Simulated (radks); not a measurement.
Spherical quantum dot in the effective-mass picture: electrons in a hard-walled sphere of radius 3.63, with a point charge +2 (a donor) at the centre, all in effective atomic units (hartree* = m*/eps^2 hartree, bohr* = eps/m* bohr), one dielectric constant everywhere. Calculated with a radial shooting solver with Libxc functionals: non-relativistic Kohn-Sham, r2SCAN, spin-polarised, spherical densities, generalised Kohn-Sham scheme. Levels are named by radial order and angular momentum (1s, 1p, 1d, 2s, ...), and open shells are averaged over m. Results are scaled to m* = 0.036 and eps = 8, for which hartree* = 15.31 meV and bohr* = 11.76 nm.

N = 4, configuration 1s2 1p(up 2, down 0). This is the lowest configuration that the search found. Occupied and some empty levels:

| level | occupation | eigenvalue (meV) | <r> (nm) |
|---|---|---|---|
| 1s up | 1 | 4.5219 | 12.27 |
| 1s down | 1 | 5.1911 | 11.18 |
| 1p up | 2 | 17.996 | 24.79 |
| 2s up | 0 | 19.927 | 23.29 |
| 1p down | 0 | 20.738 | 24.03 |
| 2s down | 0 | 22.363 | 23.61 |
| 1d up | 0 | 26.473 | 27.58 |
| 1d down | 0 | 29.690 | 27.11 |
| 1f up | 0 | 36.354 | 29.28 |
| 1f down | 0 | 39.974 | 28.89 |

Energy (meV): total -18.6372, kinetic 63.917, external -130.50, Hartree 73.247, exchange-correlation -25.301.

Electron density:

| r (nm) | n(r) (e/nm^3) |
|---|---|
| 1.90 | 0.001093 |
| 5.11 | 0.0003939 |
| 8.33 | 0.0001588 |
| 11.5 | 0.00007489 |
| 14.8 | 0.00004290 |
| 18.0 | 0.00002953 |
| 21.2 | 0.00002251 |
| 24.4 | 0.00001728 |
| 27.6 | 0.00001247 |
| 30.8 | 8.010e-06 |
| 34.1 | 4.234e-06 |
| 37.3 | 1.589e-06 |
| 40.5 | 2.359e-07 |
